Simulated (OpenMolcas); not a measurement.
**Se4+: terms and fine structure**

```yaml
Program: OpenMolcas
Method: "MS-CASPT2, IPEA 0.25 Eh, imaginary shift 0.1 Eh (closed shells correlated: 3d)"
Basis: ANO-RCC-VQZP [7s6p4d2f1g]
Scalar_Hamiltonian: DKH2, point nucleus
Active_space: 2 electrons in 8 orbitals (4s 4p 5s 5p)
State_averaging: 2S+1 = 3 even, 3 roots; 2S+1 = 1 even, 7 roots; 2S+1 = 3 odd, 3 roots; 2S+1 = 1 odd, 3 roots
Spin-orbit_coupling: state interaction with AMFI integrals over the reference wave functions, term energies averaged over their components
```

Spin-free terms above the lowest, with the occupations of the reference (each correlating shell added to its valence partner):

```csv
Configuration,Term,E (cm⁻¹),Occupations
4s²,¹S,0.0,4s 1.94 4p 0.06
4s 4p,³P°,90660,4s 1.00 4p 1.00
4s 4p,¹P°,132860,4s 1.00 4p 1.00
4p²,³P,213790,4p 2.00
4p²,¹D,215670,4p 2.00
```

With spin-orbit coupling, above the lowest level:

| Configuration | Term | J | E (cm⁻¹) | Measured (cm⁻¹) | Term weight % | Second |
| --- | --- | --- | --- | --- | --- | --- |
| 4s² | ¹S | 0 | 0.0 | 0.0 | 100 |  |
| 4s 4p | ³P° | 0 | 87620 | 89749 | 100 |  |
| 4s 4p | ³P° | 1 | 89050 | 91350 | 100 |  |
| 4s 4p | ³P° | 2 | 92180 | 94960 | 100 |  |
| 4s 4p | ¹P° | 1 | 132950 | 131733 | 100 |  |
| 4p² | ³P | 0 | 210410 | 211794 | 99 |  |
| 4p² | ³P | 1 | 212320 | 214091 | 100 |  |
| 4p² | ³P | 2 | 213380 |  | 55 | 45 ¹D |
| 4p² | ¹D | 2 | 217560 |  | 55 | 45 ³P |

Against the 6 measured excited levels shown (the list in Rauch et al., Astron. Astrophys. 606, A105 (2017)) the mean absolute deviation is 1900 cm-1; the largest miss in energy is 4s 4p ³P°₂: computed 92180, measured 94960 cm⁻¹ (-2.9 %).

Spin-orbit coupling puts the lowest level 3.1 cm⁻¹ below the lowest spin-free term.

CASPT2 breaks the degeneracy within a term, and the mean is taken; among the terms shown or strongly mixed into the levels shown the widest spread is 54 cm-1 (4p² ¹D). Over all roots computed the reference weight is 0.92 to 0.99; the roots of lowest weight are the least certain, and an intruder state may touch them. Active for correlation alone: 5p 5s; no level in the range computed is led by a configuration that fills them, so any true level of that kind is missing. The ¹D term of p² mixes with s d, which this space lacks. Measured partners are found by configuration, term and J. A level has none where our copy of the source lacks it or the pairing is in doubt (some pairs that miss far off the trend of their configuration count as doubtful), and it then counts in no deviation. Only configurations of the active space appear. The first state left out of the spin-orbit step lies near 290000 cm-1 above the lowest spin-free state of the reference (among the parities and spins computed), and the list stops at four fifths of that energy or lower.

The term weight is that of the spin-free term in the level, not the purity of its configuration. ° marks odd parity.
